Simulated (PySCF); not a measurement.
Isomers of C3H11PSi2. The calculation used PBE0-D3(BJ)/def2-SVP geometry optimisation, gas phase in PySCF. One conformer each; no zero-point energy, no entropy. No frequencies were run at this level. Point groups hold within 0.08 Å.

Task: Rank from lowest to highest electronic energy at this level (kJ/mol).
A. `[CH3:1][Si:2]1([PH2:3])[CH2:4][SiH2:5][CH2:6]1` with C1–Si2–P3–H 171° and 77°
B. `[CH3:1][Si@H:2]1[CH2:3][Si@H:4]([PH2:5])[CH2:6]1` with C3–Si4–P5–H 176° and 82°

Result: A (0.0), B (2.1).

Neighbours under 10 kJ/mol apart (C[Si]1(P)C[SiH2]C1 and C[Si@H]1C[Si@H](P)C1) can change places with a better method, another conformer or zero-point energy.

| SMILES | E (Eh) | E rel (kJ/mol) | dipole (D) | point group | A, B, C (MHz) |
| --- | --- | --- | --- | --- | --- |
| C[Si]1(P)C[SiH2]C1 | -1040.42436 | 0.0 | 1.08 | – | 2635, 1232, 1071 |
| C[Si@H]1C[Si@H](P)C1 | -1040.42356 | 2.1 | 1.43 | – | 4667, 912.7, 876.6 |

Task: How do the relative energies change in single points at B3LYP/pcSseg-1 (no added dispersion term) on the same geometries?

Result: 
```tsv
SMILES	PBE0-D3(BJ)/def2-SVP (kJ/mol)	B3LYP/pcSseg-1 (kJ/mol)	shift
C[Si]1(P)C[SiH2]C1	0.0	0.3	+0.3
C[Si@H]1C[Si@H](P)C1	2.1	0.0	-2.1
```

Each column counts from its own lowest isomer. C[Si@H]1C[Si@H](P)C1 becomes the lowest; the largest shift is 2.1 kJ/mol.
